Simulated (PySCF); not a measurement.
Input of a run (PBE0-D3(BJ)/def2-SVP geometry optimisation, gas phase (PySCF 2.14.0)), started from GFN2-xTB:
```
{"job": {"xc": "PBE0", "basis": "def2-SVP", "d3": "d3bj", "grid": 1, "kind": "geom"}, "charge": 0, "multiplicity": 1}
C      4.106703     0.463362     0.115529
O      2.718101     0.536322     0.127712
Si     1.669809    -0.665229    -0.134150
O      0.256646     0.086233    -0.015044
Si    -1.377505     0.085999    -0.016846
C     -1.971852    -0.422131     1.718688
C     -1.971983    -1.166404    -1.321533
C     -1.902532     1.860744    -0.454828
H      4.472052     0.120955    -0.856189
H      4.469960    -0.227375     0.881201
H      4.501961     1.460133     0.315100
H      1.770271    -1.703076     0.893809
H      1.815584    -1.231240    -1.476419
H     -1.629507    -1.420856     1.972864
H     -1.589772     0.256079     2.475406
H     -3.054895    -0.416656     1.788251
H     -1.575960    -2.156408    -1.115260
H     -1.639183    -0.883622    -2.315657
H     -3.054109    -1.241679    -1.346081
H     -2.983273     1.960373    -0.480504
H     -1.521227     2.572728     0.270739
H     -1.519699     2.151135    -1.428425
```

Output (energies in Eh, forces in Eh/bohr):
```
step   0  E = -889.42755021  max force = 0.026593
step   1  E = -889.43476475  max force = 0.004482
step   2  E = -889.43503507  max force = 0.001479
step   3  E = -889.43506805  max force = 0.001153
step   4  E = -889.43509045  max force = 0.000778
step   5  E = -889.43510279  max force = 0.000456
step   6  E = -889.43510969  max force = 0.000358
optimisation converged
```

Task: Summarise the run.

Result: The energy falls by 19.8 kJ/mol over 7 energy and gradient evaluations, the largest force component goes from 0.0266 to 3.6e-04 Eh/bohr, and the atoms move by 0.099 Å rms after alignment. The bond that changes most is O2–Si3 (silyl ether oxygen to oxygen-bound silicon), which lengthens by 0.041 Å. Bonds longer at the end by more than 0.005 Å: 18 of 21; shorter: 3. Among the angles that change most is O2–Si3–O4, from 102.2° to 107.0°. The energy never rose by more than 1e-6 Eh on the way. The first step brought 95 % of the lowering.

Task: What are the final bond lengths?

Result: C1–O2 1.397 Å, O2–Si3 1.657 Å, Si3–O4 1.630 Å, O4–Si5 1.671 Å, Si5–C6 1.872 Å, Si5–C7 1.874 Å, Si5–C8 1.869 Å, C1–H9 1.106 Å, C1–H10 1.106 Å, C1–H11 1.101 Å, Si3–H12 1.497 Å, Si3–H13 1.497 Å, C6–H14 1.101 Å, C6–H15 1.101 Å, C6–H16 1.102 Å, C7–H17 1.102 Å, C7–H18 1.101 Å, C7–H19 1.102 Å, C8–H20 1.102 Å, C8–H21 1.101 Å, C8–H22 1.101 Å. Numbering counts from 1 in the input's order; the species is `O([SiH2]OC)[Si](C)(C)C`.

The run used 190 basis functions and 43 SCF cycles in all. Rough CPU time on one thread of a shared machine: about 3 min.

PBE0-D3(BJ)/def2-SVP frequencies: not computed here. One conformer, not necessarily the lowest.

The values belong to the conformer `[CH3:1][O:2][SiH2:3][O:4][Si:5]([CH3:6])([CH3:7])[CH3:8]`: C1–O2–Si3–O4 -179°, O2–Si3–O4–Si5 -177°, Si3–O4–Si5–C6 81°.
